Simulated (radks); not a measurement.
The numbers below are computed, except where a source is named.
Neutral bromine inside a hard spherical wall (all orbitals vanish at R), configuration held at [Ar] 3d10 4s2 4p5 and not refilled when levels cross. Code: a radial shooting solver on a logarithmic mesh with Libxc functionals. Model: scalar-relativistic Kohn-Sham, LDA (Slater exchange, Perdew-Wang correlation), spin-polarised, spherical densities, finite nucleus; open shells are filled with parallel spins first; Fermi nuclear charge, rms radius 4.1629 fm. Eigenvalues in eV for spin up, with the zero of energy where the potential of the charges vanishes at infinity; a dash marks a level that is unbound or too diffuse for the functional's potential to be trusted. A positive occupied level is held by the wall or, in an anion where self-interaction has pushed it up, behind a barrier. The pressure on the wall is -dE/dV.

R (bohr),E (hartree),kinetic (hartree),e(3p),e(3d),e(4s),e(4p),"e(5s, empty)","e(5p, empty)",pressure (GPa)
free,-2603.10110,2658.456,-173.23,-67.036,-20.640,-8.300,-0.471,-,0
20,-2603.10110,2658.456,-173.23,-67.036,-20.640,-8.300,-0.464,0.449,< 0.0001
15,-2603.10110,2658.456,-173.23,-67.036,-20.640,-8.300,-0.425,0.733,< 0.0001
8,-2603.10060,2658.461,-173.19,-66.996,-20.606,-8.268,0.699,3.338,0.0280
7,-2603.09878,2658.478,-173.09,-66.892,-20.522,-8.186,1.653,4.988,0.169
5,-2603.05033,2658.800,-171.62,-65.432,-19.412,-7.019,8.285,14.518,7.47
4,-2602.84817,2659.863,-168.14,-61.985,-16.844,-4.076,20.457,29.682,61.0
3,-2601.69248,2664.658,-157.54,-51.549,-8.004,6.579,58.389,72.616,660
2.5,-2599.52100,2672.283,-145.84,-40.070,4.483,21.533,107.14,124.96,2600
2,-2593.08796,2692.631,-124.09,-18.526,35.831,57.737,215.07,236.79,12900
1.5,-2569.47488,2761.464,-75.322,32.142,137.29,167.74,501.93,523.17,94400
